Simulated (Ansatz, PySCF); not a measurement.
ReO₂Br₃, SMILES [O]=[Re]([Br])([Br])(=[O])[Br], multiplicity 1. Atoms are numbered in the order given.

```xyz
6

Re    -0.0020     0.4108     0.0000
O     -1.4057     1.3554     0.0000
O      1.3941     1.3666     0.0000
Br     0.0070    -2.0993     0.0000
Br    -0.0003     0.0975     2.4698
Br    -0.0003     0.0975    -2.4699
```

The structure is a stationary point at B3LYP-D3(BJ)/def2-SVP. The spin state was assumed, not searched. The def2 effective core potentials stand for the cores of Re; spin–orbit coupling is left out.

Two levels are set side by side: PBE-D3(BJ)/def2-SVP (Ansatz, a first-principles code) and B3LYP-D3(BJ)/def2-SVP (Ansatz). Each level has its own optimised geometry; the coordinates shown are those of the second. Frequencies come from the Hessian of PySCF at each geometry. Differences are taken from unrounded values.

```json
[
 {"quantity": "mean bond length (Å)", "B3LYP-D3(BJ)": "2.175"},
 {"quantity": "bond Re1–O2 (Å)", "B3LYP-D3(BJ)": "1.692"},
 {"quantity": "bond Re1–O3 (Å)", "B3LYP-D3(BJ)": "1.692"},
 {"quantity": "bond Re1–Br4 (Å)", "B3LYP-D3(BJ)": "2.510"},
 {"quantity": "bond Re1–Br5 (Å)", "B3LYP-D3(BJ)": "2.490"},
 {"quantity": "bond Re1–Br6 (Å)", "B3LYP-D3(BJ)": "2.490"},
 {"quantity": "highest harmonic wavenumber (cm⁻¹)", "B3LYP-D3(BJ)": "1032"},
 {"quantity": "mean harmonic wavenumber (cm⁻¹)", "B3LYP-D3(BJ)": "328"},
 {"quantity": "zero-point energy (kcal/mol)", "B3LYP-D3(BJ)": "5.63"}
]
```

Task: What does PBE-D3(BJ) give, and how far is it from B3LYP-D3(BJ)? (An estimate is asked for; the answer gives what the named calculation found.)

Result: 
```json
[
 {"quantity": "mean bond length (Å)", "PBE-D3(BJ)": "2.178", "PBE-D3(BJ) minus B3LYP-D3(BJ)": "0.003"},
 {"quantity": "bond Re1–O2 (Å)", "PBE-D3(BJ)": "1.708", "PBE-D3(BJ) minus B3LYP-D3(BJ)": "0.016"},
 {"quantity": "bond Re1–O3 (Å)", "PBE-D3(BJ)": "1.708", "PBE-D3(BJ) minus B3LYP-D3(BJ)": "0.016"},
 {"quantity": "bond Re1–Br4 (Å)", "PBE-D3(BJ)": "2.504", "PBE-D3(BJ) minus B3LYP-D3(BJ)": "-0.006"},
 {"quantity": "bond Re1–Br5 (Å)", "PBE-D3(BJ)": "2.485", "PBE-D3(BJ) minus B3LYP-D3(BJ)": "-0.004"},
 {"quantity": "bond Re1–Br6 (Å)", "PBE-D3(BJ)": "2.485", "PBE-D3(BJ) minus B3LYP-D3(BJ)": "-0.004"},
 {"quantity": "highest harmonic wavenumber (cm⁻¹)", "PBE-D3(BJ)": "982", "PBE-D3(BJ) minus B3LYP-D3(BJ)": "-50"},
 {"quantity": "mean harmonic wavenumber (cm⁻¹)", "PBE-D3(BJ)": "318", "PBE-D3(BJ) minus B3LYP-D3(BJ)": "-10"},
 {"quantity": "zero-point energy (kcal/mol)", "PBE-D3(BJ)": "5.46", "PBE-D3(BJ) minus B3LYP-D3(BJ)": "-0.17"}
]
```
